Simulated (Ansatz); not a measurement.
`P[SiH2][AlH][Cl]` + `O[AsH2]` → `PO[AsH2]` + `[SiH3][AlH][Cl]` at 500 K and 1 bar (cleavage of the P–Si bond).

Calculated with Ansatz (gas phase, PBE0-D4/def2-TZVP geometries, no zero-point term in ΔE). CCSD(T)/CBS is the MP2 limit (def2-TZVPP, def2-QZVPP) plus CCSD(T) − MP2 in def2-TZVPP, frozen cores. For As outer-core shells are correlated without core-valence functions, which leaves a few kJ/mol of doubt a bond. Scalar relativity is left out up to krypton. One conformer a species, not always the lowest.

| species | CCSD(T)/CBS energy (Eh) | H − E (kJ/mol) | S (J/(mol·K)) |
| --- | --- | --- | --- |
| `P[SiH2][AlH][Cl]` | -1334.87683 | 164.2 | 456.3 |
| `O[AsH2]` | -2311.97217 | 101.4 | 296.8 |
| `PO[AsH2]` | -2653.50583 | 133.7 | 376.6 |
| `[SiH3][AlH][Cl]` | -993.32756 | 124.2 | 389.8 |

H − E and S are ideal-gas, rigid-rotor, harmonic terms from PBE0-D4/def2-TZVP, for one conformer and one mirror image of each species. 1 Eh = 2625.50 kJ/mol, R = 8.31446 J/(mol·K).

Task: By hand: ΔE, ΔH, ΔS and ΔG.

Result: ΔE = (-2653.50583) + (-993.32756) − (-1334.87683) − (-2311.97217) = 0.01561 Eh = 41.0 kJ/mol. Δ(H − E) = 133.7 + 124.2 − 164.2 − 101.4 = -7.7, so ΔH = 33.3 kJ/mol. ΔS = 376.6 + 389.8 − 456.3 − 296.8 = 13.3 J/(mol·K). ΔG = 33.3 − 500 × (13.3)/1000 = 26.6 kJ/mol.

Task: By hand: the equilibrium constant, and the temperature at which ΔG would vanish if ΔH and ΔS stayed fixed.

Result: log₁₀ K = −ΔG/(RT ln 10) = -2.8. ΔG = 0 at ΔH/ΔS = 2504 K, far beyond where these terms or the molecules hold.

The number of gas molecules stays the same, so ΔS is small and ΔH decides. A doubt of 5 kJ/mol in ΔE shifts log₁₀ K by 0.5 here. Other conformers and mirror images would add mixing entropy, several J/(mol·K) or more a flexible species. Modes under 60 cm⁻¹, often nearly free rotors, make the harmonic entropy too high. These are equilibria of isolated gas molecules and say nothing of rates. Largest T1 diagnostic: 0.013 (customary marks: 0.02 for closed shells, 0.045 for open ones).
